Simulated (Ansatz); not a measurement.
Two isomers of C2H6BrFSi: A = `C[SiH2]C(F)Br`, B = `FC[SiH2]CBr`.

Isolated molecules relaxed with PBE0-D4/def2-TZVP in Ansatz; ΔE leaves out vibrations. CCSD(T)/CBS adds triple-zeta CCSD(T) − MP2 to the extrapolated MP2 energy (def2 sets, frozen cores). DFT in def2-TZVPP. B3LYP here is the variant with VWN-RPA as its local correlation; programs differ in this. For Br outer-core shells are correlated without core-valence functions, which leaves a few kJ/mol of doubt a bond. Scalar relativity is left out up to krypton. Each species was taken in one conformer, which may not be the lowest.

A:

Z-matrix (Å, degrees):
```
C
Si 1 1.859
H 1 1.092 2 110.4
H 1 1.091 2 110.8 3 -120.3
H 1 1.092 2 110.3 3 119.6
C 2 1.908 1 110.1 3 -177.1
H 2 1.485 1 113.1 3 64.0
H 2 1.489 1 111.5 3 -59.5
Br 6 1.956 2 109.1 1 -61.1
F 6 1.368 2 111.2 1 59.1
H 6 1.091 2 114.8 1 -177.8
```

B:

Z-matrix (Å, degrees):
```
C
Si 1 1.890
F 1 1.394 2 109.2
H 1 1.094 2 111.4 3 119.4
H 1 1.095 2 111.7 3 -119.7
C 2 1.878 1 109.4 3 -59.1
H 2 1.488 1 109.4 3 59.9
H 2 1.485 1 109.3 3 -179.6
Br 6 1.947 2 109.5 1 -63.4
H 6 1.089 2 112.9 1 178.0
H 6 1.089 2 111.9 1 54.6
```

Which isomer does CCSD(T)/CBS put lower? Give the gap. (Estimate.)

The calculation gave: A, by 17.0 kJ/mol.

Give E(B) − E(A) in kJ/mol with B3LYP, CCSD/def2-TZVPP, B2PLYP, B3LYP-D4, PBE-D4, HF/def2-TZVPP, ωB97M-V. (An estimate is asked.)

Ansatz gave: B3LYP 17.4, CCSD/def2-TZVPP 14.5, B2PLYP 17.5, B3LYP-D4 18.3, PBE-D4 22.9, HF/def2-TZVPP 8.6, ωB97M-V 18.6. None reverses the order clearly.

Largest T1 diagnostic: 0.010.

In def2-TZVPP, CCSD(T) changes the Hartree–Fock value by +7.9 kJ/mol (the triples alone add +2.1 kJ/mol) and MP2 by +9.6 kJ/mol. From PBE to PBE0 (25 % exact exchange), in def2-TZVPP and without D4, E(B) − E(A) moves by −3.4 kJ/mol.
